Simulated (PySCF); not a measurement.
# Static response to an electric field

Species: [GaBr4]- (charge -1).
Cartesian coordinates in Å at the PBE0-D3(BJ)/def2-SVP level; atoms count from 1:
```
atom  x, y, z in Å
Ga1    0.0130   -0.0189    0.0022
Br2   -0.1364   -0.0889    2.3548
Br3    2.2753   -0.0174   -0.6569
Br4   -1.0309    1.9206   -0.8372
Br5   -1.0463   -1.9060   -0.9251
```

Level: CAM-B3LYP/def2-SVPD (PySCF), static field, nuclei fixed, core orbitals frozen in the response. The polarisability tensor in these axes (au):

```
x   128.47  -0.06   0.06
y    -0.06 128.38  -0.18
z     0.06  -0.18 129.19
```

Give the principal values, the mean and the anisotropy Δα = √{½[(α1 − α2)² + (α2 − α3)² + (α1 − α3)²]}.

Principal values 128.32, 128.48 and 129.24 au; mean 128.68 au = 19.07 Å³ = 21.22 × 10⁻⁴⁰ C²·m²/J; Δα = 0.85 au (1 % of the mean). Point group Td makes the tensor isotropic, so any spread comes from the grid or from a geometry that is symmetric only within 0.08 Å.

Sum over states: ᾱ = Σ f/ω², ω in Eh. What share falls to these 15 lowest TDDFT singlets (eV, f)? 5.55, 0.0000; 5.56, 0.0001; 5.57, 0.0001; 6.01, 0.1873; 6.02, 0.1890; 6.05, 0.1962; 6.13, 0.0012; 6.13, 0.0005; 6.83, 0.0000; 6.85, 0.0003; 6.86, 0.0005; 7.03, 0.0121; 7.03, 0.0115; 7.03, 0.0084; 7.14, 0.0005.

They add up to 12.21 au, 9.5 % of the 128.68 au; the largest single term is 3.98 au, from the state at 6.05 eV. Terms in order: 0.00, 0.00, 0.00, 3.84, 3.86, 3.98, 0.02, 0.01, 0.00, 0.01, 0.01, 0.18, 0.17, 0.13, 0.01 au. Higher excitations give the rest. The strengths listed sum to 0.608.

Isolated species at its PBE0-D3(BJ)/def2-SVP geometry, gas phase. The geometry's basis has no diffuse functions. The calculation is non-relativistic, for gallium and bromine too.

These values come from a run that also computed excited states. Time: 86 s (grids of density and orbitals included); peak memory 0.97 GiB. Hardware: one thread of an Arm Neoverse V1, on a shared host.
